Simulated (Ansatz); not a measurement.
Consider the redistribution: `[SiH3][SiH2][O][SnH3]` + `F[SiH2]N[SiH3]` → `[SiH3][NH][SnH3]` + `F[SiH2]O[SiH2][SiH3]`.

Calculated with Ansatz (gas phase, PBE0-D4/def2-TZVP geometries, no zero-point term in ΔE). CBS: MP2 limit from def2 TZ/QZ plus the TZ coupled-cluster correction, frozen cores. This one scheme is used for every species. Functionals use def2-TZVPP. B3LYP here is the variant with VWN-RPA as its local correlation; programs differ in this. def2 core potentials past Kr. For Sn outer-core shells are correlated without core-valence functions, which leaves a few kJ/mol of doubt a bond. One conformer a species, not always the lowest.

| level | ΔE (kJ/mol) | difference from CCSD(T)/CBS |
| --- | --- | --- |
| r2SCAN-D4 | -14.3 | 2.1 |
| PBE0-D4 | -14.8 | 1.6 |
| B2PLYP | -14.9 | 1.5 |
| B3LYP | -13.5 | 2.9 |
| HF/def2-TZVPP | -19.8 | -3.4 |
| MP2/def2-TZVPP | -18.5 | -2.1 |
| CCSD(T)/def2-TZVPP | -17.8 | -1.4 |
| HF/def2-QZVPP | -19.8 | -3.4 |
| MP2/def2-QZVPP | -17.7 | -1.3 |
| MP2/CBS(def2) | -17.1 | -0.7 |
| CCSD(T)/CBS | -16.4 | 0 |

Largest T1 diagnostic among the species: 0.014.

From PBE to PBE0 (25 % exact exchange), in def2-TZVPP and without D4, ΔE moves by −3.5 kJ/mol.
